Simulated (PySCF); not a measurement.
Does the answer move with the share of exact exchange?

Species: TMS, C4H12Si.
SMILES: `C[Si](C)(C)C`

PySCF, IGLO-II basis, density fitting, gas phase, GFN2-xTB geometry. One functional is left out:

```
functional  exact exchange (%)  HOMO energy (eV)  LUMO energy (eV)
     B97-D                   0             -7.01              0.53
      BLYP                   0             -6.92              0.35
      BP86                   0             -7.13              0.44
      OPBE                   0             -6.99              0.75
     B3LYP                  20             -8.13              0.79
  mPW1PW91                  25             -8.36              1.20
 BHandHLYP                  50             -9.57              1.70
```

Question: Predict the row of B97-2 (21 % exact exchange) by straight lines through the other rows, and check it.

Answer: 
```
        property   line  computed  computed − line  B3LYP (20 %), for comparison
HOMO energy (eV)  -8.11     -8.07            +0.04                         -8.13
LUMO energy (eV)   1.00      1.19            +0.19                          0.79
```

Question: Which of these properties follows the share of exact exchange most closely, and which least?

Answer: Most closely the HOMO energy, least the LUMO energy; the correlations over the tabulated rows are HOMO energy -0.997, LUMO energy 0.950. The HOMO energy moves by -0.518 eV for every 10 %. Functionals with the same share still differ in their other parts: at 0 % BLYP and BP86 differ by 0.21 eV in it.
